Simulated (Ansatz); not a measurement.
`S=CCB1C[SiH2]1` + SiH₄ → `[SiH3]C=S` + `CB1C[SiH2]1`  (formal exchange of groups at a C–C bond)

Program: Ansatz. Geometries: PBE0-D4/def2-TZVP. ΔE: electronic, gas phase. CCSD(T)/CBS is the MP2 limit (def2-TZVPP, def2-QZVPP) plus CCSD(T) − MP2 in def2-TZVPP, frozen cores. This one scheme is used for every species. DFT in def2-TZVPP. B3LYP here is the variant with VWN-RPA as its local correlation; programs differ in this. Each species was taken in one conformer, which may not be the lowest.

`S=CCB1C[SiH2]1`:

Cartesian coordinates in Å:
```
S -2.097 -3.014 -0.225
C -1.680 -1.483 -0.497
C -1.182 -0.522 0.515
B 0.272 -0.039 0.213
C 1.291 0.799 0.943
Si 1.323 1.020 -1.009
H -1.723 -1.083 -1.513
H -1.770 0.409 0.431
H -1.299 -0.908 1.530
H 2.333 0.464 0.954
H 1.069 1.416 1.812
H 0.757 2.204 -1.706
H 2.706 0.734 -1.446
```

SiH₄:

Z-matrix (Å, degrees):
```
Si
H 1 1.485
H 1 1.485 2 109.5
H 1 1.485 2 109.5 3 -120.0
H 1 1.485 2 109.5 3 120.0
```

`[SiH3]C=S`:

Z-matrix (Å, degrees):
```
Si
C 1 1.881
H 1 1.488 2 108.6
H 1 1.480 2 109.6 3 121.3
H 1 1.488 2 108.6 3 -117.3
S 2 1.611 1 123.9 3 -121.3
H 2 1.095 1 117.6 3 58.7
```

`CB1C[SiH2]1`:

Cartesian coordinates in Å:
```
C -0.350 -1.397 1.100
B -0.136 -0.041 0.383
C 1.031 0.755 -0.134
Si -0.630 0.964 -1.191
H -0.884 -2.115 0.472
H 0.571 -1.852 1.472
H -1.008 -1.223 1.961
H 2.026 0.338 -0.286
H 1.078 1.836 0.022
H -0.855 2.424 -1.288
H -0.843 0.308 -2.510
```

| level | ΔE (kcal/mol) | difference from CCSD(T)/CBS |
| --- | --- | --- |
| r2SCAN-D4 | -1.5 | 1.0 |
| B3LYP-D4 | -2.0 | 0.5 |
| PBE | -2.1 | 0.4 |
| PBE0 | -1.8 | 0.7 |
| HF/def2-TZVPP | -1.4 | 1.1 |
| MP2/def2-TZVPP | -1.5 | 1.0 |
| HF/def2-QZVPP | -1.4 | 1.1 |
| SCS-MP2/def2-QZVPP | -2.2 | 0.3 |
| HF/CBS(def2) | -1.4 | 1.1 |
| MP2/CBS(def2) | -2.1 | 0.4 |
| CCSD(T)/CBS | -2.5 | 0 |

Largest T1 diagnostic among the species: 0.016.
